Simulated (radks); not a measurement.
Q: These are the eigenvalues of the occupied orbitals of an atom or ion with whole-number occupations (eV). All-electron calculation, scalar-relativistic Kohn-Sham, r2SCAN, spin-polarised, spherical densities, finite nucleus; meta-GGA in the generalised Kohn-Sham scheme; Fermi nuclear charge, rms radius of each element as measured or else 0.836 A^(1/3) + 0.57 fm. Program: a radial shooting solver on a logarithmic mesh with Libxc functionals.

| orbital | eigenvalue |
|---|---|
| 1s up | -78697.43 |
| 1s down | -78697.19 |
| 2s up | -14018.11 |
| 2s down | -14018.06 |
| 2p up | -12174.93 |
| 2p down | -12174.78 |
| 3s up | -3454.054 |
| 3s down | -3453.983 |
| 3p up | -2914.784 |
| 3p down | -2914.677 |
| 3d up | -2328.681 |
| 3d down | -2328.557 |
| 4s up | -901.6523 |
| 4s down | -901.4107 |
| 4p up | -723.8616 |
| 4p down | -723.6286 |
| 4d up | -506.6560 |
| 4d down | -506.3746 |
| 5s up | -289.7556 |
| 5s down | -287.6915 |
| 4f up | -265.1081 |
| 4f down | -264.6979 |
| 5p up | -237.9876 |
| 5p down | -235.9421 |

Which element is it, and in what charge state? The configuration may be excited. Open shells, if any, are filled with parallel spins first.

A: Z = 78, platinum, charge +11: Pt11+ in [Kr] 4d10 4f14 5s2 5p5. The list shows which subshells hold electrons but not how many an open one holds; the 1s level, -2892.1 hartree, gives Z - s = 76.1 by -(Z - s)^2/2, which with screening and relativity narrows Z to a few neighbours, and the depths of the outer levels then fix element, charge and occupations together.
